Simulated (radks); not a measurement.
Problem. Successive ionisation energies (eV) of one element, from differences of total energies of ions in their ground configurations, starting at charge 44: 7449.3, 7774.2, 7953.5, 32976, 33703. Method: Dirac Kohn-Sham, exchange-only PBE, spin-unpolarised, spherical densities, finite nucleus; open shells fill j = l - 1/2 first; Fermi nuclear charge, rms radius 4.6156 fm; computed with a radial shooting solver on a logarithmic mesh with Libxc functionals. Which element is it?

Solution. Indium (Z = 49). The first species listed is In44+ in [He] 2s2 2p1, the last In48+ in 1s1.
